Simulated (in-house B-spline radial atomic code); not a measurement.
**BLYP excitations of Be**

Method: BLYP. Computed with a B-spline radial code for spherical atoms: linear response of the closed shell [He] 2s2 with the functional's adiabatic kernel; scalar-relativistic (spin-free one-electron X2C), finite nucleus, no spin-orbit coupling, no double excitations, S, P, D and F terms only.

Command:
```bash
python run_td.py task.json out
```
Settings (radii: box in bohr, nucleus in fm):
```
Z                        4
electrons                4
configuration            [He] 2s2
hamiltonian              x2c
method                   b88,lyp
box_radius               75
rms_radius               2.519
intervals                79
```

Time taken, with all properties: 0.1 s on 1 thread of AMD EPYC 9R45 96-Core Processor (Zen 5) (shared host).

The lowest states, in the order of their Tamm-Dancoff energies; the method's threshold (minus the highest occupied level) is 5.468 eV. Labels give the largest channel, * marks a mixed state, and oscillator strengths are full-response dipole values. Measured ¹D terms are left out, since they can mix with doubly excited terms. Semilocal kernels can invert the small singlet-triplet splittings of Rydberg terms. Energies in eV:

```json
{"state": "2s → 2p 3P", "full response": "?", "Tamm-Dancoff": "?", "oscillator strength": "-", "measured (J-weighted term)": "?"}
{"state": "2s → 2p 1P", "full response": "?", "Tamm-Dancoff": "?", "oscillator strength": "?", "measured (J-weighted term)": "?"}
{"state": "2s → 3s 3S", "full response": "5.296", "Tamm-Dancoff": "5.298", "oscillator strength": "-", "measured (J-weighted term)": "6.457"}
```

Problem. Where does 2s → 2p 3P lie?

Solution. At 2.091 eV in full response, 2.436 eV in Tamm-Dancoff; measured 2.725 eV.

Problem. Where does 2s → 2p 1P lie?

Solution. At 4.815 eV in full response, 5.043 eV in Tamm-Dancoff, oscillator strength 1.25; measured 5.277 eV.

Problem. How large is the singlet-triplet splitting of 2s → 2p (P terms) in Tamm-Dancoff?

Solution. 2.61 eV, from the unrounded values.

Problem. What polarisabilities and dispersion coefficient does the method give?

Solution. Dipole 43.33 bohr³, quadrupole 378.2 bohr⁵, C6 259.1 hartree·bohr⁶ for two such species. Recommended dipole value: 37.74 ± 0.03 bohr³ (Schwerdtfeger and Nagle, table of static dipole polarizabilities (2023 update)), which includes relativity and correlation.
